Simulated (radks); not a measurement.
Numerical settings for the manganese ion Mn17+, [He] 2s2 2p4. Method: scalar-relativistic Kohn-Sham, LDA (Slater exchange, Perdew-Wang correlation), spin-polarised, spherical densities, finite nucleus; open shells are filled with parallel spins first; Fermi nuclear charge, rms radius 3.7057 fm; computed with a radial shooting solver on a logarithmic mesh with Libxc functionals. The defaults (mesh step 0.008 in ln r, mesh end at 40 bohr or more with all orbitals vanishing there, Anderson mixing 0.5 over 9 steps, residual threshold near 1e-9 with the energy settled to 1e-9 hartree or 1e-11 of itself, here a cap of 75 iterations) give E = -964.9628 hartree and 2p at -1270.5 eV in 13 iterations. Run on one thread of a shared host, so times are rough (Arm Neoverse V1): 0.07 s of CPU time, 0.07 s wall, 13 iterations on 2189 mesh points. Changes against that run (0 stands for a change within the tolerance of the run):

mesh step in ln r 0.12: iterations 75; converged no; E (mhartree) -3.69e+06; CPU (s) 0.16
mesh step in ln r 0.08: iterations 75; converged no; E (mhartree) -1.52e+05; CPU (s) 0.15
mesh step in ln r 0.05: iterations 13; converged yes; E (mhartree) +0.000923; e(2p) (meV) 0; CPU (s) 0.02
mesh end (bohr) 8: iterations 13; converged yes; E (mhartree) 0; e(2p) (meV) 0; CPU (s) 0.07
mesh end (bohr) 1: iterations 13; converged yes; E (mhartree) +9.59; e(2p) (meV) +137; CPU (s) 0.06
residual threshold 0.01: iterations 8; converged yes; E (mhartree) 0; e(2p) (meV) -0.203; CPU (s) 0.05
residual threshold 1e-13: iterations 17; converged yes; E (mhartree) 0; e(2p) (meV) 0; CPU (s) 0.08
mixing 1.5: iterations 13; converged yes; E (mhartree) 0; e(2p) (meV) 0; CPU (s) 0.07
linear mixing, mixing 0.2: iterations 75; converged no; E (mhartree) 0; e(2p) (meV) -0.0102; CPU (s) 0.31
linear mixing, mixing 0.5: iterations 32; converged yes; E (mhartree) 0; e(2p) (meV) 0; CPU (s) 0.14
mixing history 3: iterations 12; converged yes; E (mhartree) 0; e(2p) (meV) 0; CPU (s) 0.06
iteration cap 2: iterations 2; converged no; E (mhartree) +1.54e+03; e(2p) (meV) -2.74e+05; CPU (s) 0.01

Settings that end as converged yet miss the energy by more than 1 mhartree: mesh end (bohr) 1 (+0.00959 hartree). A mesh that ends early acts as a hard wall.
